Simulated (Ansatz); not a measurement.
Spectroscopic constants of AgCl, closed-shell singlet (the spin of the measured ground state). No spin–orbit coupling.

D_e counts from the fitted minimum to each atom's lowest state at the same level, without counterpoise. The singlet is restricted.

Correlated levels freeze the inner cores; with def2 sets outer-core shells near the valence are correlated too. CBS(a, b) extrapolates the correlation energy as X⁻³ and adds the Hartree–Fock energy of set b.

Run with Ansatz (Gaussian orbitals).  In def2 rows elements past Kr take small-core potentials, without spin–orbit coupling.

PBE/def2-TZVPP gives 73.22 kcal/mol for the bond energy D_e.

Q: Where do these levels fall relative to PBE: r2SCAN/def2-TZVPP, B3LYP/def2-TZVPP, wB97M-V/def2-TZVPP, CCSD(T)/CBS(def2-TZVPP, def2-QZVPP).

A: r2SCAN/def2-TZVPP 0.83; B3LYP/def2-TZVPP -5.57; wB97M-V/def2-TZVPP 4.17; CCSD(T)/CBS(def2-TZVPP, def2-QZVPP) 0.90 kcal/mol. 3 of 4 lie above PBE; the widest gap is to B3LYP/def2-TZVPP.

Ansatz is a program for electronic structure.
